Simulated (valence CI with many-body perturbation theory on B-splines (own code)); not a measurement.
**E1 line list for Lu XL**

Method: relativistic CI+MBPT: four valence electrons over a frozen Dirac-Fock core [Ar] 3d10, a basis of 11 s, 11 p, 10 d, 8 f, 5 g, 2 h functions for each j, with the one-electron correlation potential Σ1 (screened to all orders), the two-electron term Σ2, the three-electron term Σ3, Breit, model QED; selected single and double excitations, second order for the rest, scaled by the run's own slope (own B-spline code, finite nucleus).

No measured spectrum was set against this ion. As an estimate, large intervals hold to a few tenths of a per cent, small ones and those within an open d or f shell to about a per cent. Among the levels kept, up to 380 cm⁻¹ of a level comes from second order outside the variational space, and about a tenth of that is noise between levels of different J, which matters for small intervals.

Lines 201 to 250 of 569 in falling wavelength, among levels below 581.43 eV, chosen from the strongest by gf and those to the six lowest levels. Wavelengths and rates use the calculated energies. Electric multipoles are in the length gauge, E1 and E2 with the static RPA response of the core. Weak lines are less certain than strong ones. Lines between different terms over intervals too small for the method are left out, as are lines whose strength nearly cancels. Where a level lies close to another of its J and parity, the split of strength between their lines is uncertain. The highest levels of a list are the least certain.

Levels are named by their leading jj configuration (3d3/2^4 stands for four electrons in 3d with j = 3/2), which in mixed levels can hold well under half, so a name can repeat and another be missing. Letters in brackets count levels of one name in rising energy.

| λ vac (Å) | Upper | Lower | A (s⁻¹) | S (a.u.) |
| --- | --- | --- | --- | --- |
| 72.28 | (4s^2 4p3/2 4f7/2) J=4 [a] | (4s^2 4p3/2 4d5/2) J=4 | 9.24e+10 | 1.55e-01 |
| 72.26 | (4p1/2 4p3/2^2 4d3/2) J=1 [a] | (4s 4p1/2 4p3/2 4d3/2) J=1 [b] | 8.65e+10 | 4.83e-02 |
| 72.24 | (4s 4p1/2 4d5/2^2) J=2 | (4s 4p1/2 4p3/2 4d5/2) J=2 [a] | 1.03e+11 | 9.58e-02 |
| 72.22 | (4s 4p1/2 4p3/2 4f5/2) J=3 [e] | (4s 4p1/2 4p3/2 4d5/2) J=3 [b] | 4.94e+10 | 6.43e-02 |
| 72.19 | (4s 4p3/2^2 4d3/2) J=1 [c] | (4s^2 4p3/2 4d3/2) J=2 | 1.05e+11 | 5.85e-02 |
| 72.16 | (4s 4p1/2 4p3/2 4f5/2) J=3 [d] | (4s^2 4p1/2 4f5/2) J=2 | 1.23e+11 | 1.60e-01 |
| 72.13 | (4s 4p1/2 4p3/2 4f5/2) J=2 [b] | (4s 4p1/2 4p3/2 4d3/2) J=2 [b] | 6.06e+10 | 5.62e-02 |
| 72.12 | (4s 4p1/2 4d3/2 4d5/2) J=3 [e] | (4s 4p1/2 4p3/2 4d3/2) J=2 [b] | 4.59e+10 | 5.95e-02 |
| 72.11 | (4s 4p1/2 4d3/2 4d5/2) J=2 [b] | (4s 4p1/2 4p3/2 4d3/2) J=3 [a] | 1.31e+11 | 1.21e-01 |
| 72.11 | (4s 4p1/2 4p3/2 4f5/2) J=2 [e] | (4s^2 4p1/2 4f5/2) J=3 | 1.15e+11 | 1.07e-01 |
| 72.02 | (4s 4p1/2 4d5/2^2) J=3 | (4s 4p1/2 4p3/2 4d5/2) J=3 [a] | 6.21e+10 | 8.02e-02 |
| 72.01 | (4p1/2^2 4p3/2^2) J=2 | (4s 4p1/2^2 4p3/2) J=1 | 3.56e+11 | 3.28e-01 |
| 71.99 | (4s 4p1/2 4d3/2 4d5/2) J=3 [b] | (4s 4p1/2 4p3/2 4d3/2) J=3 [a] | 1.16e+11 | 1.49e-01 |
| 71.98 | (4s 4p3/2^2 4d3/2) J=1 [d] | (4s^2 4p3/2 4d5/2) J=2 | 8.33e+10 | 4.60e-02 |
| 71.95 | (4s^2 4p1/2 4d5/2) J=2 | (4s^2 4p1/2 4p3/2) J=1 | 4.25e+11 | 3.91e-01 |
| 71.95 | (4p1/2 4p3/2^2 4d5/2) J=0 | (4s 4p1/2 4p3/2 4d5/2) J=1 [a] | 4.23e+11 | 7.78e-02 |
| 71.93 | (4s 4p1/2 4p3/2 4d3/2) J=1 [d] | (4s^2 4p1/2 4d3/2) J=1 | 1.82e+11 | 1.00e-01 |
| 71.92 | (4s 4p1/2 4d3/2 4d5/2) J=3 [e] | (4s 4p1/2 4p3/2 4d3/2) J=3 [b] | 3.70e+10 | 4.76e-02 |
| 71.85 | (4p1/2 4p3/2^2 4d5/2) J=3 | (4s 4p1/2 4p3/2 4d5/2) J=3 [c] | 3.20e+11 | 4.10e-01 |
| 71.83 | (4s 4p1/2 4p3/2^2) J=0 | (4s^2 4p1/2 4p3/2) J=1 | 1.83e+11 | 3.35e-02 |
| 71.74 | (4p1/2^2 4p3/2 4d5/2) J=4 | (4s 4p1/2^2 4d5/2) J=3 | 2.95e+11 | 4.83e-01 |
| 71.73 | (4s 4p1/2 4d3/2 4d5/2) J=1 [b] | (4s 4p1/2 4p3/2 4d3/2) J=2 [a] | 1.52e+11 | 8.31e-02 |
| 71.67 | (4s 4p1/2 4p3/2 4f7/2) J=4 [d] | (4s 4p1/2 4p3/2 4d5/2) J=4 [b] | 2.14e+11 | 3.49e-01 |
| 71.66 | (4s 4p3/2^2 4d5/2) J=2 [c] | (4s 4p3/2^3) J=2 | 8.80e+11 | 8.00e-01 |
| 71.63 | (4s 4p1/2 4p3/2 4d5/2) J=3 [d] | (4s^2 4p1/2 4d5/2) J=2 | 6.55e+11 | 8.32e-01 |
| 71.58 | (4s 4p1/2 4p3/2 4f5/2) J=4 [c] | (4s 4p1/2 4p3/2 4d5/2) J=4 [a] | 5.19e+10 | 8.45e-02 |
| 71.52 | (4s 4p1/2 4d3/2 4d5/2) J=1 [b] | (4s 4p1/2 4p3/2 4d3/2) J=1 [a] | 7.20e+10 | 3.90e-02 |
| 71.50 | (4s 4p1/2 4p3/2 4f7/2) J=4 [b] | (4s 4p1/2 4p3/2 4d5/2) J=3 [a] | 5.69e+10 | 9.24e-02 |
| 71.48 | (4p1/2 4p3/2^2 4d3/2) J=1 [c] | (4s 4p1/2 4p3/2 4d3/2) J=1 [d] | 2.98e+11 | 1.61e-01 |
| 71.46 | (4s 4p1/2 4p3/2 4f5/2) J=3 [e] | (4s^2 4p1/2 4f7/2) J=4 | 3.20e+10 | 4.04e-02 |
| 71.43 | (4s 4p3/2^2 4d5/2) J=2 [b] | (4s^2 4p3/2 4d5/2) J=3 | 2.78e+11 | 2.50e-01 |
| 71.40 | (4s 4p1/2 4p3/2 4f7/2) J=4 [d] | (4s 4p1/2 4p3/2 4d5/2) J=3 [c] | 2.43e+11 | 3.94e-01 |
| 71.40 | (4s 4p1/2 4p3/2 4f5/2) J=3 [b] | (4s 4p1/2 4p3/2 4d3/2) J=2 [b] | 4.55e+10 | 5.72e-02 |
| 71.38 | (4s 4p1/2 4p3/2 4d5/2) J=2 [d] | (4s 4p1/2 4p3/2^2) J=1 [a] | 2.05e+11 | 1.84e-01 |
| 71.37 | (4s 4p1/2 4p3/2 4f5/2) J=2 [e] | (4s 4p1/2 4p3/2 4d3/2) J=1 [d] | 1.34e+11 | 1.20e-01 |
| 71.35 | (4s 4p1/2 4d3/2 4d5/2) J=2 [b] | (4s 4p1/2 4p3/2 4d3/2) J=2 [a] | 1.29e+11 | 1.16e-01 |
| 71.32 | (4s 4p3/2^2 4d5/2) J=2 [b] | (4s^2 4p3/2 4d5/2) J=1 | 5.13e+11 | 4.59e-01 |
| 71.28 | (4p1/2 4p3/2^2 4d3/2) J=0 | (4s 4p1/2 4p3/2 4d3/2) J=1 [a] | 1.96e+11 | 3.50e-02 |
| 71.27 | (4s 4p1/2 4p3/2 4d5/2) J=3 [c] | (4s 4p1/2 4p3/2^2) J=3 | 8.47e+10 | 1.06e-01 |
| 71.25 | (4s 4p1/2 4p3/2 4f5/2) J=3 [c] | (4s 4p1/2 4p3/2 4d3/2) J=2 [c] | 1.28e+11 | 1.60e-01 |
| 71.24 | (4s^2 4d5/2^2) J=0 | (4s^2 4p3/2 4d5/2) J=1 | 9.09e+11 | 1.62e-01 |
| 71.23 | (4s 4p1/2 4p3/2 4d5/2) J=2 [c] | (4s^2 4p1/2 4d5/2) J=3 | 2.20e+11 | 1.96e-01 |
| 71.20 | (4s 4p1/2 4p3/2 4f5/2) J=3 [b] | (4s 4p1/2 4p3/2 4d3/2) J=3 [b] | 6.02e+10 | 7.51e-02 |
| 71.14 | (4s 4p1/2 4p3/2 4f5/2) J=2 [d] | (4s^2 4p1/2 4f5/2) J=2 | 1.74e+11 | 1.55e-01 |
| 71.05 | (4p1/2^2 4p3/2^2) J=0 | (4s 4p1/2^2 4p3/2) J=1 | 3.20e+11 | 5.66e-02 |
| 71.01 | (4s 4p1/2 4p3/2 4d5/2) J=1 [c] | (4s^2 4p1/2 4d5/2) J=2 | 1.80e+11 | 9.54e-02 |
| 71.01 | (4s 4p1/2 4p3/2 4d5/2) J=4 [b] | (4s 4p1/2 4p3/2^2) J=3 | 1.29e+11 | 2.05e-01 |
| 70.99 | (4s 4p1/2 4p3/2 4f7/2) J=3 [b] | (4s 4p1/2 4p3/2 4d5/2) J=3 [a] | 3.17e+10 | 3.92e-02 |
| 70.94 | (4p1/2 4p3/2^3) J=2 | (4s 4p1/2 4p3/2^2) J=1 [b] | 7.62e+10 | 6.71e-02 |
| 70.93 | (4p1/2^2 4p3/2 4d5/2) J=2 | (4s 4p1/2^2 4d5/2) J=3 | 3.93e+10 | 3.46e-02 |
